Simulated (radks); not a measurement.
Task: Coherent X-ray form factor from a spherical all-electron density. Calculated with a radial shooting solver on a logarithmic mesh with Libxc functionals: Dirac Kohn-Sham, PBEsol, spin-unpolarised, spherical densities, finite nucleus; Fermi nuclear charge, rms radius of each element as measured or else 0.836 A^(1/3) + 0.57 fm.

| sin(theta)/lambda (1/angstrom) | f0 (electrons) |
|---|---|
| 0.05 | 22.758 |
| 0.1 | 22.064 |
| 0.15 | 20.998 |
| 0.2 | 19.672 |
| 0.25 | 18.204 |
| 0.3 | 16.698 |
| 0.4 | 13.866 |
| 0.5 | 11.538 |
| 0.6 | 9.789 |
| 0.8 | 7.664 |
| 1 | 6.548 |
| 1.25 | 5.590 |
| 1.5 | 4.719 |
| 2 | 3.196 |

The species is in the configuration that NIST lists as its ground one. Which atom or ion scatters so?

Result: The iron ion Fe3+, [Ar] 3d5. Extrapolating in s^2 from the first two rows gives f0(0) = 23.0, near the electron count 23; among species with that count, the fall with angle is slower the higher Z, and the table is that of Z = 26; from so few rows the species is fixed only to a neighbour or two.
